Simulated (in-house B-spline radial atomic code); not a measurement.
How numerical settings move a run on Mo⁺, [Kr] 4d5. Computed with an all-electron radial atomic-structure program (B-spline basis): non-relativistic PBE, spherical fractional occupations, point nucleus.

Command:
```bash
python run_scf.py task.json out
```
Settings of the sound reference run:
```
Z                42
electrons        41
configuration    [Kr] 4d5
hamiltonian      nr
method           pbe,pbe
spin_polarised   False
knot_spacing     0.22
spline_order     8
gauss_points     12
box_radius       35.29
max_iterations   70
damping          0.5
damped_steps     3
diis_vectors     10
tolerance        1e-08
start            Thomas-Fermi
```

Run time, properties included: 0.21 s on 1 thread of Intel(R) Xeon(R) Platinum 8259CL CPU @ 2.50GHz (shared host).

It converges in 10 iterations to -3976.725683 hartree, with 4d at -10.5638 eV. The other runs change the listed settings, some to values that make no sense; their results aren't properties of the atom or ion. Radii are in bohr (the nuclear one in fm), a minus after a letter asks for a j subshell, and «unchanged» means within 1e-8 hartree. The run stops when the residual is below 10 × tolerance × max(1, Z/10), or a noise floor if that is larger, and the energy moves by less than 1e-8 × √|E| hartree; so very loose and very tight tolerances often act alike.

| changed settings | outcome |
| --- | --- |
| electrons = 44, configuration = [Kr] 4d5 5s3, max_iterations = 50 | stopped with error: shell 5s holds at most 2 electrons |
| max_iterations = 8 | not converged after 8 iterations, last residual 2.4e-05, last energy +2.87e-08 hartree from the reference |
| diis_vectors = 1 | not converged after 70 iterations, last residual 4.8e-01, last energy +8.05e+00 hartree from the reference |
| max_iterations = 12 | converged in 10 iterations, energy unchanged |
| knot_spacing = 2, gauss_points = 5, first_knot = 2.38e-05, max_iterations = 50, damping = 0.2 | converged in 7 iterations, energy +2.53e+02 hartree from the reference, 4d level -2.0e+01 eV (the program warns: 4d reaches the box edge; 2s reaches the box edge) |
| hamiltonian = dirac, method = hf, nucleus = fermi, rms_radius = 4.4091, mass_number = 98, atomic_mass = 97.9054, speed_of_light = 46.20854 | converged in 11 iterations to -5109.5831 hartree, a different physical problem |
| max_iterations = 5 | not converged after 5 iterations, last residual 6.3e-03, last energy +9.36e-04 hartree from the reference |
| spline_order = 4, max_iterations = 60, damping = 0.2, tolerance = 1e-06, start = bare nucleus | converged in 11 iterations, energy +1.83e-03 hartree from the reference, 4d level +6.7e-05 eV |
| max_iterations = 2 | not converged after 2 iterations, last residual 2.8e-01, last energy +3.63e+00 hartree from the reference |
| diis_vectors = 0 | converged in 18 iterations, energy unchanged, 4d level +2.9e-05 eV |
| max_iterations = 3 | not converged after 3 iterations, last residual 3.3e-02, last energy +1.06e-01 hartree from the reference |
| first_knot = 0.00238, max_iterations = 100, tolerance = 0.001 | converged in 9 iterations, energy +1.49e-06 hartree from the reference, 4d level +2.1e-04 eV |

**Question.** What happens with electrons = 42, configuration = [Kr] 4d5 3f1, max_iterations = 100?

**Answer.** Stopped with error: there is no 3f shell.

**Question.** What happens with start = bare nucleus?

**Answer.** Converged in 12 iterations, energy unchanged, 4d level +5.4e-05 eV.

**Question.** What happens with max_iterations = 75, damped_steps = 8, diis_vectors = 2, tolerance = 0.001, start = bare nucleus?

**Answer.** Converged in 12 iterations, energy +1.09e-07 hartree from the reference, 4d level -4.1e-03 eV.

**Question.** What happens with knot_spacing = 1, spline_order = 10, max_iterations = 100, damping = 0.2?

**Answer.** Converged in 11 iterations, energy +3.62e+01 hartree from the reference, 4d level -2.1e+00 eV (the program warns: 4d reaches the box edge; 2s reaches the box edge).
